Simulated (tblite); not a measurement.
C3H5BrF2Ge.
Atom-mapped SMILES: `[F:1][C@@H:2]1[CH2:3][C@H:4]([F:5])[Ge@@H:6]1[Br:7]` (hydrogens: H8 on C2; H9, H10 on C3; H11 on C4; H12 on Ge6)

Computed with GFN2-xTB (tblite), gas phase: L-BFGS steps from a force-field or distance-geometry start until the largest atomic force falls under 0.01 eV/Å.

Geometry at step 4:
```
atom  x, y, z in Å
F1     -0.3587    2.4457    0.0190
C2      0.2338    1.2182   -0.0347
C3     -0.2884    0.1597   -1.0163
C4      0.4397   -1.0388   -0.3545
F5      0.0218   -2.3103   -0.6531
Ge6    -0.0093   -0.2069    1.4201
Br7    -2.2366   -0.6777    1.7654
H8      1.3064    1.3314   -0.2212
H9     -1.3527    0.0307   -0.8429
H10    -0.1826    0.3426   -2.0882
H11     1.5006   -0.9491   -0.6061
H12     0.9273   -0.3460    2.5866
```

Question: What forces act on the atoms?

Answer: 
| atom | Fx (eV/Å) | Fy (eV/Å) | Fz (eV/Å) |
| --- | --- | --- | --- |
| F1 | 0.009 | -0.290 | -0.279 |
| C2 | -0.064 | -0.388 | 0.043 |
| C3 | -0.250 | -0.137 | 0.060 |
| C4 | -0.072 | 0.314 | -0.417 |
| F5 | -0.044 | 0.359 | -0.218 |
| Ge6 | -0.026 | 0.160 | -0.391 |
| Br7 | 0.290 | 0.090 | 0.270 |
| H8 | -0.045 | 0.415 | 0.173 |
| H9 | -0.405 | -0.004 | -0.132 |
| H10 | 0.469 | -0.054 | 0.182 |
| H11 | 0.040 | -0.375 | 0.083 |
| H12 | 0.097 | -0.090 | 0.626 |

The largest, 0.64 eV/Å, acts on H12; the rms over all components is 0.258 eV/Å. The forces sum to zero within rounding, as they must for an isolated molecule in no field.

Question: Give the force on H12 in Eh/bohr and in nN.

Answer: 0.640 eV/Å ÷ 51.422 = 0.01244 Eh/bohr, and 0.640 eV/Å × 1.602 = 1.03 nN.

Question: How far is this geometry from the end of the optimisation?

Answer: 0.392 eV above it, and 0.463 Å rms away after alignment. The bonds farthest from their final lengths, with half the difference of the two atoms' forces along the bond (positive lengthens):

```json
{"bond": "Ge6–H12", "now (Å)": "1.502", "final (Å)": "1.547", "force along bond (eV/Å)": "+0.44"}
{"bond": "C4–Ge6", "now (Å)": "2.011", "final (Å)": "2.051", "force along bond (eV/Å)": "-0.03"}
{"bond": "Ge6–Br7", "now (Å)": "2.303", "final (Å)": "2.281", "force along bond (eV/Å)": "-0.10"}
{"bond": "C3–C4", "now (Å)": "1.551", "final (Å)": "1.532", "force along bond (eV/Å)": "-0.23"}
{"bond": "C3–H9", "now (Å)": "1.086", "final (Å)": "1.093", "force along bond (eV/Å)": "+0.05"}
{"bond": "F1–C2", "now (Å)": "1.364", "final (Å)": "1.369", "force along bond (eV/Å)": "+0.02"}
```

The angle farthest from its final value is Br7–Ge6–H12, 117.9° against 105.5°.

Of the 4 listed bonds off by 0.010 Å or more, this force points towards the final length in 3.

What follows is the cost of the whole relaxation. On one thread, Intel Xeon at 2.50 GHz (x86_64), shared host, this took 1.3 s of wall time.
